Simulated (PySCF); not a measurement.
Gas-phase reaction: WO₂Cl₂ + 6 Cl → WCl₆ + 2 ClO

Computed with PySCF and rigid-rotor harmonic-oscillator thermochemistry at 1 bar. † marks an energy on the PBE0/def2-TZVP geometry and frequencies; other levels use their own. Open shells (unrestricted): Cl (multiplicity 2), ClO (multiplicity 2); the rest are closed-shell singlets. Spin-orbit splitting is ignored; it lowers the true energy and changes the entropy of Cl, ClO. B3LYP is the form with VWN-RPA correlation. W: scalar-relativistic def2 core potential, no spin-orbit coupling.

```csv
level,"ΔH°(298 K), kJ"
B3LYP/def2-TZVP†,?
M06-2X/def2-TZVP†,-378
PBE/def2-TZVP†,-528
PBE0/def2-QZVP†,-445
PBE0/def2-SVP†,?
PBE0/def2-TZVP,-443
r2SCAN/def2-TZVP†,?
LDA/def2-TZVP†,-784
ωB97M-V/def2-TZVP†,?
ωB97X-V/def2-TZVP†,-392
```

Problem. Some entries are withheld; supply them.

Solution. 
- B3LYP/def2-TZVP†, ΔH°(298 K), kJ: -359
- PBE0/def2-SVP†, ΔH°(298 K), kJ: -387
- r2SCAN/def2-TZVP†, ΔH°(298 K), kJ: -488
- ωB97M-V/def2-TZVP†, ΔH°(298 K), kJ: -421
